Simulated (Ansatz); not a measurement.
Method: frozen-core CCSD(T)/def2-TZVPP // r2SCAN-D4/def2-SVP run with Ansatz (a program for electronic structure).

Ansatz 0.2 input:
```yaml
crystal:
  periodic: [false, false, false]
  atoms:
    - { symbol: Si, position_ang: [1.31723, 0.025725, 0.0489] }
    - { symbol: Sn, position_ang: [-1.249862, -0.024069, -0.046132] }
    - { symbol: H, position_ang: [1.860504, -1.366401, 0.081646] }
    - { symbol: H, position_ang: [1.864942, 0.725808, -1.152829] }
    - { symbol: H, position_ang: [1.775177, 0.747995, 1.274791] }
    - { symbol: H, position_ang: [-1.788048, -0.848171, -1.449284] }
    - { symbol: H, position_ang: [-1.887902, 1.566223, -0.082194] }
    - { symbol: H, position_ang: [-1.89204, -0.82711, 1.325102] }
basis:
  gaussian: { orbitals: def2-TZVPP }
correlation:
  method: ccsd_t
```

Output:

```
Functional definition: HF
1153 factors; integrals over basis functions are off by at most 9.9e-4 eV
mean field evaluation 1: about -13761.2792 eV, gradient 1.3e1 eV
mean field evaluation 2: about -13761.3837 eV, gradient 1.3e1 eV
mean field evaluation 4: about -13762.4683 eV, gradient 1.9e0 eV
mean field evaluation 8: about -13762.4746 eV, gradient 3.0e-4 eV
mean field evaluation 16: about -13762.3149 eV, gradient 1.8e0 eV
mean field -13762.47458799 eV, -505.7616125684 hartree, gradient 2.7e-6 eV, S^2 0.000000; 0 other end points of the search recorded, 0 dependent functions left out
9 core orbitals not correlated
reference -13762.47458799 eV, -505.7616125684 hartree; 12, 12 occupied and 155, 155 virtual orbitals, 1153 factors
second order -12.88590613 eV of doubles, -0.00000000 eV of singles
cycle   1  -13.37148635 eV  change   -4.9e-1 eV  update   9.2e-2
cycle   2  -13.83081228 eV  change   -4.6e-1 eV  update   2.8e-2
cycle   3  -13.87320883 eV  change   -4.2e-2 eV  update   1.1e-2
cycle   4  -13.86586507 eV  change    7.3e-3 eV  update   3.0e-3
cycle   5  -13.86554854 eV  change    3.2e-4 eV  update   8.8e-4
cycle   6  -13.86531590 eV  change    2.3e-4 eV  update   2.4e-4
cycle   7  -13.86525348 eV  change    6.2e-5 eV  update   6.2e-5
cycle   8  -13.86527475 eV  change   -2.1e-5 eV  update   1.9e-5
perturbative correction -0.37926847 eV, -0.0139378593 hartree
Total energy: -13776.71913122 eV, -506.2850898766 hartree
```

Cost: very roughly 29 core-seconds.
